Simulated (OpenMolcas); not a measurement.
# Co⁺: CASPT2 settings compared

| Property | Result |
| --- | --- |
| Program | OpenMolcas 26.06 |
| Basis | ANO-L-VQZP [7s6p4d3f2g] |
| Scalar Hamiltonian | non-relativistic, point nucleus |
| Active space | 8 electrons in 5 orbitals (3d) |
| State averaging | 2S+1 = 3 even, 10 roots; 2S+1 = 1 even, 14 roots kept (CI in the orbitals of an earlier block) |
| Spin-orbit coupling | state interaction with AMFI integrals over the reference wave functions, term energies averaged over their components |

Methods on the same reference wave functions:
A. CASSCF
B. SS-CASPT2, IPEA 0.4 Eh, real shift 0.5 Eh (closed shells correlated: 3s 3p)
C. SS-CASPT2, IPEA 0.5 Eh, imaginary shift 0.15 Eh (closed shells correlated: 3s 3p)
D. SS-CASPT2, IPEA 0 Eh, sigma1 regulariser 0.5 Eh (closed shells correlated: none)

Energies in cm⁻¹ above 3d⁸ ³F₄, the measured ground level; measured values from NIST Handbook of Basic Atomic Spectroscopic Data.

| Level | A | B | C | D | Measured |
| --- | --- | --- | --- | --- | --- |
| 3d⁸ ³F₄ | 0.0 | 0.0 | 0.0 | 0.0 | 0.0 |
| 3d⁸ ³F₃ | 977 | 978 | 978 | 978 | 950 |
| 3d⁸ ³F₂ | 1658 | 1645 | 1646 | 1651 | 1597 |
| 3d⁸ ¹D₂ | 14596 | 11250 | 11300 | 12340 |  |
| 3d⁸ ³P₂ | 17713 | 14190 | 14240 | 14260 |  |
| 3d⁸ ³P₁ | 18031 | 14500 | 14550 | 14450 |  |
| 3d⁸ ³P₀ | 18272 | 14740 | 14790 | 14690 |  |
| 3d⁸ ¹G₄ | 22687 | 19310 | 19310 | 20310 |  |

Deviations, from unrounded energies. A percentage is the sum of absolute deviations over the sum of measured energies, with the sign that they share, or ± where signs differ.

```
                  Against measurement  Levels     A     B     C     D
       mean absolute deviation (cm-1)       2    44    38    38    41
fine structure of the ground term (%)       2  +3.4  +3.0  +3.0  +3.2
```

A, B, C, D lie about equally close to measurement. The largest miss of B in the table is 3d⁸ ³F₂, by +48 cm-1. The ranking rests on the paired levels alone, and a cruder setting can come out closer through cancelling errors.

Among B to D the level of the table that moves most is 3d⁸ ¹D₂, by 1100 cm-1 (lowest in B, highest in D). Moves below CASPT2's spread within the term are not significant.

The two smallest mean deviations differ by little beside CASPT2's spread within terms, so their order carries little weight.

From A to B the spin-free energies of the other terms of 3d⁸ shown, above ³F, scale by factors of 0.76 to 0.85, as is usual when dynamic correlation screens the repulsion within a d or f shell.

The lowest spin-free term lies below A's lowest term by 0.710 hartree in B, 0.711 hartree in C, 0.317 hartree in D.

Term energies are means over components that CASPT2 splits; among the terms shown or strongly mixed into the levels shown the widest spread is 760 cm-1 (3d⁸ ¹G, D). Terms from blocks run as CI alone lack orbitals of their own. Without dynamic correlation excited terms often stand tens of per cent too high (terms of higher spin than the ground term too low), and those without a measured partner can miss by more than the paired ones (holds for A). Measured partners are found by configuration, term and J. A level has none where our copy of the source lacks it or the pairing is in doubt (some pairs that miss far off the trend of their configuration count as doubtful), and it then counts in no deviation. Only configurations of the active space appear.
